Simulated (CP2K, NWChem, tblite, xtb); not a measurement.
# How methods differ on B2H2OF2 (SMILES BOB(F)F)

B2H2OF2 has 7 atoms, charge 0, and is taken as a singlet. As SMILES, `BOB(F)F`. Geometry: relaxed at GFN2-xTB.

Quantity: the dipole moment, in D. The values are calculated.

| level | kind | program | value (D) | CPU time |
| --- | --- | --- | --- | --- |
| GFN2-xTB | semi-empirical | tblite | 2.01 | under 2 s |
| PM3 | semi-empirical | CP2K | 1.79 | under 2 s |
| GFN0-xTB | semi-empirical | xtb | 1.70 | under 2 s |
| IPEA1-xTB | semi-empirical | tblite | 1.62 | under 2 s |
| HF/STO-3G | Hartree–Fock | NWChem | 0.54 | 1.6 s |
| HF/3-21G | Hartree–Fock | NWChem | 1.64 | 1.3 s |
| HF/def2-SVP | Hartree–Fock | NWChem | 1.59 | 7.2 s |
| SVWN5/6-311+G** | LDA | NWChem | 1.37 | 23 s |
| BLYP/6-31G | GGA | NWChem | 1.34 | 8.1 s |
| B3LYP/6-31G* (spherical functions) | global hybrid | NWChem | 1.03 | 12 s |

The values span 0.54 to 2.01 D. Magnitudes only. Sets without polarisation functions give poor dipoles. Times are those of the runs behind each value, whatever else they computed, on shared processors of several kinds: orders of magnitude only.
